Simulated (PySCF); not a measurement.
**Property card for `N#CCc1ccc(F)cc1`**

Compound: C8H6FN.
Numbering: `[N:1]#[C:2][CH2:3][c:4]1[cH:5][cH:6][c:7]([F:8])[cH:9][cH:10]1` (hydrogens: H11, H12 on C3; H13 on C5; H14 on C6; H15 on C9; H16 on C10)

Structural features include: nitrile, benzene ring and C–F bond.

From PBE0-D3(BJ)/def2-SVP geometry optimisation, gas phase (PySCF):

- Point group: Cs
- Rotational constants A, B, C: 3.673, 0.694, 0.655 GHz

From wB97X-D/def2-SVPD ground state, ΔSCF and vertical TDDFT (core frozen in the response) (PySCF):

* Dipole moment: 3.62 D
* HOMO energy: -9.33 eV
* LUMO energy: 0.69 eV
* HOMO–LUMO gap: 10.02 eV
* Lowest singlet excitation: 5.35 eV (232 nm, f = 0.011)
* Strongest line among the 10 lowest singlet transitions: S3 at 7.00 eV (177 nm, f = 0.731)
* Lowest triplet excitation (Tamm–Dancoff): 4.16 eV
* Static isotropic polarisability: 93.9 au
* Vertical ionisation energy: 9.44 eV
* Electronic spatial extent ⟨r²⟩ about the centre of nuclear charge: 1657 bohr²

From PBE0/pcSseg-1 ground state and GIAO shieldings, non-relativistic (PySCF):

* Lowest Hirshfeld atomic charge: -0.23 e on N1
* Highest Hirshfeld atomic charge: +0.09 e on C7
* 13C chemical shifts (computed TMS as zero) by class: 170.4 (C7), 137.1 (C5/C10), 131.3 (C4), 122.1 (C2), 121.8 (C6/C9), 24.3 (C3) ppm
* 1H chemical shifts (computed TMS as zero) by class: 7.41 (H13/H16), 7.22 (H14/H15), 3.22 (H11/H12) ppm
* Isotropic shieldings of nuclei other than C and H, by class: -41 (N1), 287 (F8) ppm
* Mayer bond orders between heavy atoms: N1–C2 3.05, C2–C3 0.98, C3–C4 1.06, C4–C5 1.40, C5–C6 1.42, C6–C7 1.42, C7–F8 0.91, C7–C9 1.42, C9–C10 1.42, C10–C4 1.40

From B3LYP/pcJ-1 indirect spin-spin coupling, non-relativistic, gas phase; spin–dipole term left out for some pairs (PySCF):

- Largest of the computed one-bond spin–spin couplings (means over like bonds): 19F–13C -318.5 (F8–C7), 13C–1H +171.4 (C6–H14 and 1 like it), 13C–1H +167.2 (C5–H13 and 1 like it), 13C–1H +139.5 (C3–H11 and 1 like it) Hz

Monoisotopic mass from the formula: 135.0484 u.

The principal polarisabilities are 69.6, 93.5 and 118.7 au; their mean is the isotropic value. The 10 singlets span 5.35 to 7.90 eV, and their oscillator strengths add up to 1.27. A dipole of 3.62 D is allowed in Cs, and pure rotational transitions are dipole-allowed. The rotational constants make it an asymmetric top with κ = (2B − A − C)/(A − C) = -0.97, nearer the prolate limit (−1).

Shape of the structure used: `[N:1]#[C:2][CH2:3][c:4]1[cH:5][cH:6][c:7]([F:8])[cH:9][cH:10]1`: C2–C3–C4–C5 90°.

One conformer stands for the species.
